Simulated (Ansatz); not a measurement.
A nudged elastic band was laid between two geometries of AlClH₄OS (8 atoms, charge 0, multiplicity 1).

Computed with RKS PBE0-D4/6-31G* (Ansatz).

- movable images: 5
- climbing image: yes
- spring: 5.0 eV/Å²
- optimiser: quadratic models (default)
- start path: through a guess of the saddle point
- force threshold: 0.05 eV/Å
- iteration limit: 60
- end points: relaxed

Initial state:

```xyz
8
Properties=species:S:1:pos:R:3
Al -0.071 0.158 0.277
O -0.450 -0.318 1.897
H -0.834 -1.184 2.060
Cl 1.877 -0.347 -0.458
H -1.186 0.343 -0.832
S 0.390 2.463 1.148
H 1.672 2.578 0.755
H 0.698 1.937 2.349
```

Final state:

```xyz
8
Properties=species:S:1:pos:R:3
Al 0.162 0.574 0.119
O -0.053 -0.127 1.981
H -0.884 -0.595 2.154
Cl 1.925 -0.400 -0.557
H -1.239 0.142 -0.486
S 0.427 2.701 0.732
H 1.773 2.682 0.689
H -0.016 0.653 2.565
```

**Question.** Which bonds break or form, and what moves?

**Answer.** Bonds broken: S6–H8. Bonds formed: O2–H8.

**Question.** What energy profile does the band end with?

**Answer.** The run converged. The highest image is number 3 of 0 to 6, 27.6 kJ/mol above the first end and 61.9 kJ/mol above the last; the last end lies 34.3 kJ/mol below the first. A vibrational analysis at the climbing image gives one clearly imaginary mode, 917i cm⁻¹: a first-order saddle point. The orbitals stay closed-shell, which can raise the energy where a bond breaks towards radicals; this wasn't checked here.

| image | path coordinate (Å) | energy (kJ/mol) | S6–H8 (Å) | O2–H8 (Å) |
| --- | --- | --- | --- | --- |
| 0 | 0.00 | 0.0 | 1.35 | 2.57 |
| 1 | 0.61 | 0.3 | 1.35 | 2.43 |
| 2 | 1.21 | 8.0 | 1.36 | 1.96 |
| 3 | 1.82 | 27.6 | 1.55 | 1.38 |
| 4 | 2.26 | -15.4 | 2.04 | 1.03 |
| 5 | 2.71 | -31.6 | 2.49 | 0.98 |
| 6 | 3.15 | -34.3 | 2.78 | 0.97 |

**Question.** What is the geometry of the highest image?

**Answer.** 
```xyz
8
Properties=species:S:1:pos:R:3:forces:R:3
Al 0.103 0.291 0.122 0.00 0.00 0.00
O -0.029 -0.110 1.896 0.01 0.00 -0.01
H -0.815 -0.550 2.248 -0.01 0.00 0.01
Cl 1.942 -0.328 -0.722 0.00 0.00 0.00
H -1.244 0.183 -0.697 0.00 0.00 0.00
S 0.368 2.483 1.096 0.00 0.00 0.01
H 1.703 2.399 1.253 0.00 0.00 0.00
H 0.068 1.263 2.000 0.00 0.00 0.00
```

**Question.** What are the harmonic wavenumbers there?

**Answer.** 917i, 116, 178, 308, 310, 403, 500, 515, 541, 594, 654, 717, 815, 1264, 1459, 1983, 2733, 3852 cm⁻¹.

The run took 4.4 min on 1 thread of Arm Neoverse V2, with other jobs on the host, peak memory 0.16 GiB.
